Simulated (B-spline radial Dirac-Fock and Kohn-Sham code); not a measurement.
Magnetic form factor of the 4f shell of Lu²³⁺

System: lutetium as Lu²³⁺, configuration [Kr] 4d10 4f2.

The computed values come from a radial atomic solver: configuration-average Dirac-Fock orbitals. ⟨j_K⟩ is the integral of the 4f radial density with the spherical Bessel function j_K(4πsr), s = sin θ/λ.

Hund's rules give S = 1, L = 5, J = 4 for 4f2, so g = 0.800, and the dipole approximation is F = ⟨j0⟩ + C₂⟨j2⟩ with C₂ = (2 − g)/g = 1.500.

```
s (Å⁻¹)     ⟨j0⟩    ⟨j2⟩    ⟨j4⟩    ⟨j6⟩  F (dipole)
      0   1.0000  0.0000  0.0000  0.0000      1.0000
   0.05   0.9950  0.0020  0.0000  0.0000      0.9980
    0.1   0.9801  0.0079  0.0000  0.0000      0.9920
   0.15   0.9558  0.0175  0.0001  0.0000      0.9821
    0.2   0.9228  0.0303  0.0004  0.0000      0.9683
   0.25   0.8820  0.0459  0.0009  0.0000      0.9509
    0.3   0.8346  0.0637  0.0018  0.0000      0.9300
   0.35   0.7817  0.0828  0.0032  0.0001      0.9059
    0.4   0.7247  0.1027  0.0053  0.0002      0.8788
   0.45   0.6650  0.1227  0.0080  0.0003      0.8490
    0.5   0.6038  0.1420  0.0114  0.0006      0.8169
    0.6   0.4819  0.1767  0.0206  0.0015      0.7470
    0.7   0.3672  0.2033  0.0325  0.0033      0.6723
    0.8   0.2655  0.2200  0.0464  0.0061      0.5955
    0.9   0.1799  0.2265  0.0611  0.0101      0.5196
      1   0.1113  0.2237  0.0755  0.0152      0.4469
    1.1   0.0588  0.2135  0.0884  0.0214      0.3791
    1.2   0.0207  0.1978  0.0991  0.0283      0.3174
    1.4  -0.0223  0.1580  0.1121  0.0428      0.2147
    1.6  -0.0363  0.1169  0.1139  0.0557      0.1390
```

Radial moments of the shell: ⟨r²⟩ = 0.2724, ⟨r⁴⟩ = 0.1229, ⟨r⁶⟩ = 0.08336 in powers of bohr.
